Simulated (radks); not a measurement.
Problem. The mean radii <r> (bohr) of the occupied orbitals of an atom or ion are listed with their occupations. Method: non-relativistic Kohn-Sham, LDA (Slater exchange, Perdew-Wang correlation), spin-polarised, spherical densities, point nucleus; computed with a radial shooting solver on a logarithmic mesh with Libxc functionals.

orbital  occ.     <r>
1s down     1  0.2305
1s up       1  0.2305
2s up       1   1.110
2s down     1   1.110
7f up       1   21.71

Name the element and its charge. Open shells, if any, are filled with parallel spins first.

Solution. Z = 7, nitrogen, charge +2: N2+ in [He] 2s2 7f1. The 1s radius gives Z: for a bare nucleus <r> = 1.5/Z, 0.2143 bohr for Z = 7, and screening makes it slightly larger (0.2305 here). The occupations add up to 5, and the charge is Z minus that.
